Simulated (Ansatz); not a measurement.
Cost and result up the ladder for Al3P3H12 (started as a model of: (H2Al-mu-PH2)3) (18 atoms). The state is a singlet with charge 0. Geometry: PBE-D4/def2-SVP.

Cartesian coordinates in Å:
```
Al 2.3384 0.8189 0.6081
Al -0.1844 -1.4371 -2.1136
Al -1.9332 0.7638 1.1299
P 1.2270 0.4711 -1.5383
P -1.7187 -1.2663 -0.2088
P 0.3379 0.6701 2.0206
H 2.8554 2.3333 0.6908
H 3.2508 -0.4697 0.8778
H -1.0358 -1.0808 -3.4237
H 0.7123 -2.7530 -1.9417
H -1.9468 1.9824 0.0878
H -3.0078 0.5633 2.2985
H 0.5023 1.6635 -1.8555
H 2.2348 0.5664 -2.5506
H -3.0234 -1.6384 -0.6605
H -1.4936 -2.3622 0.6826
H 0.4478 1.6635 3.0433
H 0.4370 -0.4887 2.8533
```

Ansatz on 4 threads of Arm Neoverse V2 on a shared host. Times are rough, and most runs start from the orbitals of an earlier one. PBE0-D4/def2-TZVP serves as the yardstick here, not as an exact answer. Differences are given only for rows in sets of like size (and for xTB, whose basis is part of the method), since another set adds its own error. Binding counts from free atoms at the same level (Al doublet, P quartet, H doublet; other spins of the atoms weren't run), without zero-point energy or a counterpoise term.

Correlated methods freeze 30 core orbitals. The rows differ in basis, and correlated rows in double-zeta sets carry the largest basis error.

Correlated methods converge slowly with the basis, most of all in double-zeta sets.

```json
{"level": "CCSD(T)/def2-SVP", "functions": "168", "binding energy per atom (eV)": "2.55", "difference from PBE0-D4/def2-TZVP (eV)": "–"}
{"level": "BLYP-D4/def2-TZVP", "functions": "294", "binding energy per atom (eV)": "2.72", "difference from PBE0-D4/def2-TZVP (eV)": "0.01"}
{"level": "PBE0-D4/def2-SVP", "functions": "168", "binding energy per atom (eV)": "2.72", "difference from PBE0-D4/def2-TZVP (eV)": "–"}
{"level": "r2SCAN-D4/def2-TZVP", "functions": "294", "binding energy per atom (eV)": "2.75", "difference from PBE0-D4/def2-TZVP (eV)": "0.03"}
{"level": "HF/STO-3G", "functions": "66", "binding energy per atom (eV)": "3.18", "difference from PBE0-D4/def2-TZVP (eV)": "–"}
{"level": "HF/def2-TZVP", "functions": "294", "binding energy per atom (eV)": "2.01", "difference from PBE0-D4/def2-TZVP (eV)": "-0.71"}
{"level": "MP2/def2-TZVP", "functions": "294", "binding energy per atom (eV)": "2.56", "difference from PBE0-D4/def2-TZVP (eV)": "-0.16"}
{"level": "PBE-D4/def2-TZVP (with forces)", "functions": "294", "binding energy per atom (eV)": "2.72", "difference from PBE0-D4/def2-TZVP (eV)": "0.00"}
{"level": "PBE0-D4/def2-TZVP", "functions": "294", "binding energy per atom (eV)": "2.72", "difference from PBE0-D4/def2-TZVP (eV)": "0.00"}
{"level": "PBE-D4/def2-SVP", "functions": "168", "binding energy per atom (eV)": "2.73", "difference from PBE0-D4/def2-TZVP (eV)": "–"}
```

Task: Estimate how long each takes.

Result: HF/STO-3G 0.25 s; PBE-D4/def2-SVP 2.1 s; PBE0-D4/def2-SVP 2.9 s; BLYP-D4/def2-TZVP 4.3 s; PBE-D4/def2-TZVP (with forces) 4.7 s; HF/def2-TZVP 4.9 s; MP2/def2-TZVP 6 s; PBE0-D4/def2-TZVP 7.5 s; r2SCAN-D4/def2-TZVP 8.5 s; CCSD(T)/def2-SVP 21 s. On shared hardware such times vary by a factor of up to 3.
